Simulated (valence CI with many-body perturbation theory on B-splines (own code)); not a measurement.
**Energy levels of Ru XIV**

Level of theory: relativistic CI+MBPT: three valence electrons over a frozen Dirac-Fock core [Ar] 3d10, radial functions for each j: 9 s, 9 p, 8 d, 6 f, 3 g, 1 h, with the one-electron correlation potential Σ1 (screened to all orders), the two-electron term Σ2, the three-electron term Σ3, Breit, model QED; selected single and double excitations, second order for the rest, scaled by the run's own slope (own B-spline code, finite nucleus).

No measured levels were compared; by estimate levels hold to about 250 cm⁻¹ or 0.2 % of their energy and the worst to 1 %, as in measured heavy ions of charge 2 to 7; those with d or f electrons hold less well.

Levels 1 to 32 of 32, with energies above the lowest level, 4s²4p ²P°_1/2. "Leading %" is the weight of the configuration and term that name the level; weights of strongly mixed levels are sums over their largest components and can fall short, so below about 35 % the name and the second component can differ from the true leading terms, or belong to a minority configuration. Lifetimes count E1, E2, E3, M1 and M2 decay at the calculated energies, and are blank where another channel may lead or the interval is too uncertain; long ones can be off by a factor of two.

```csv
No.,Configuration,Term,J,E (eV),Leading %,Lifetime,g
1,4s²4p,²P°,1/2,0.000,98,,0.665
2,4s²4p,²P°,3/2,4.867,98,1.83 ms,1.333
3,4s4p²,⁴P,1/2,28.424,93,2.39 ns,2.614
4,4s4p²,⁴P,3/2,30.921,98,15.5 ns,1.722
5,4s4p²,⁴P,5/2,32.929,86,2.55 ns,1.545
6,4s4p²,²D,3/2,38.088,88,125 ps,0.832
7,4s4p²,²D,5/2,39.477,81,250 ps,1.255
8,4s4p²,²P,1/2,42.480,56,26.4 ps,1.271
9,4s4p²,²S,1/2,47.307,56,28.7 ps,1.451
10,4s4p²,²P,3/2,48.203,93,17.8 ps,1.311
11,4s²4d,²D,3/2,61.145,92,10.3 ps,0.800
12,4s²4d,²D,5/2,61.918,93,12.0 ps,1.200
13,4p³,⁴S°,3/2,70.709,40,35.1 ps,1.416
14,4p³,⁴S°,3/2,73.424,49,32.0 ps,1.393
15,4p³,²D°,5/2,73.829,84,80.3 ps,1.199
16,4p³,²P°,1/2,78.775,90,35.5 ps,0.665
17,4p³,²P°,3/2,81.354,64,35.4 ps,1.318
18,4s4p4d,⁴F°,3/2,83.769,94,344 ps,0.426
19,4s4p4d,⁴F°,5/2,84.755,93,254 ps,1.040
20,4s4p4d,⁴F°,7/2,86.339,92,195 ps,1.246
21,4s4p4d,⁴P°,5/2,88.663,60,15.1 ps,1.477
22,4s4p4d,⁴F°,9/2,88.878,100,,1.333
23,4s4p4d,⁴D°,3/2,89.271,53,11.3 ps,1.386
24,4s4p4d,⁴D°,1/2,89.618,83,9.20 ps,0.358
25,4s4p4d,⁴D°,5/2,92.171,40,12.7 ps,1.207
26,4s4p4d,²D°,3/2,92.244,53,12.4 ps,0.996
27,4s4p4d,⁴P°,1/2,92.339,87,13.7 ps,2.322
28,4s4p4d,⁴D°,7/2,92.571,91,9.93 ps,1.411
29,4s4p4d,⁴P°,3/2,92.714,49,13.9 ps,1.345
30,4s4p4d,⁴D°,5/2,92.946,34,14.0 ps,1.316
31,4s4p4d,²F°,5/2,94.698,60,22.4 ps,1.017
32,4s4p4d,²F°,7/2,97.953,98,29.7 ps,1.143
```

Names give the largest LS component (configuration and term), which can be under half, so a name can repeat, a term be missing and a line seem to break the LS rules; names also repeat where a configuration has a term twice.

Where two levels of one J and parity lie close, their mixing, g and order are uncertain.

The ionisation energy to 4s² ¹S0 of the next ion comes out as 296.71 eV (NIST: 295.9 ± 0.09 eV (semi-empirical)). All 32 levels together are meant to be complete up to 98.484 eV.
